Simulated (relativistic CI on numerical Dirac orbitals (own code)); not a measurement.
**Cu6+: q coefficients and field-shift factors**

Method of calculation: Dirac-Coulomb-Breit CI, orbitals from a KLI potential per configuration, derivatives by finite differences, unscaled Slater integrals, QED left out (own radial code, finite nucleus).

Configuration list (outside the closed core [Ne]): 3s2.3p6.3d5, 3s2.3p5.3d6, 3s2.3p6.3d4.4s, 3s2.3p6.3d4.4p, 3s2.3p4.3d7, 3s.3p6.3d6, 3s2.3p6.3d3.4s2, 3p6.3d7. Levels of other configurations are missing.

With x = (α/α₀)² − 1 an excitation energy changes as ω = ω₀ + qx; K = 2q/ω₀ is the relative enhancement. Terms are leading LS components, so labels can repeat. The field-shift factor is F = δν/δ⟨r²⟩ for the transition from the lowest level.

Lowest level 3s2.3p6.3d5 6S_5/2.

```
              Level  ω₀ (cm⁻¹)  q (cm⁻¹)         K  F (GHz/fm²)
3s2.3p6.3d5 4G_11/2    51168.5    -404.8   -0.0158       0.0588
 3s2.3p6.3d5 4G_5/2    51218.4    -564.3    -0.022        0.058
 3s2.3p6.3d5 4G_7/2    51295.3    -331.9   -0.0129        0.059
 3s2.3p6.3d5 4G_9/2    51300.8    -238.9  -0.00931       0.0595
 3s2.3p6.3d5 4P_5/2    52197.4     -1041   -0.0399       0.0509
 3s2.3p6.3d5 4P_3/2    52461.9    -581.1   -0.0222        0.053
 3s2.3p6.3d5 4P_1/2    52672.5    -178.6  -0.00678       0.0549
 3s2.3p6.3d5 4D_7/2    60082.4    -343.9   -0.0114       0.0574
 3s2.3p6.3d5 4D_1/2    60467.3     296.3    0.0098       0.0602
 3s2.3p6.3d5 4D_5/2    60514.6     439.9    0.0145       0.0611
 3s2.3p6.3d5 4D_3/2    60555.4     492.1    0.0163       0.0612
 3s2.3p6.3d5 2D_5/2    73818.3     -1970   -0.0534       0.0672
 3s2.3p6.3d5 2D_3/2    75207.5    -446.9   -0.0119       0.0725
3s2.3p6.3d5 2I_11/2    75499.4    -959.1   -0.0254       0.0939
3s2.3p6.3d5 2I_13/2    75701.1    -434.5   -0.0115       0.0962
 3s2.3p6.3d5 2F_7/2    77716.5    -109.2  -0.00281       0.0821
 3s2.3p6.3d5 2F_5/2    79897.1      2365    0.0592       0.0943
 3s2.3p6.3d5 4F_9/2    81385.1    -630.8   -0.0155       0.0994
 3s2.3p6.3d5 4F_7/2    81639.9    -98.57  -0.00241        0.102
 3s2.3p6.3d5 4F_5/2    81990.2     847.2    0.0207        0.104
 3s2.3p6.3d5 4F_3/2    82066.7     611.3    0.0149        0.104
 3s2.3p6.3d5 2H_9/2    86914.2     -1074   -0.0247        0.105
3s2.3p6.3d5 2H_11/2    87915.1     614.7     0.014        0.115
```

At this charge configurations can still be misplaced by up to about 7 % of their energy. Terms inside the open d or f shell come out 10 to 20 % too wide with unscaled integrals.
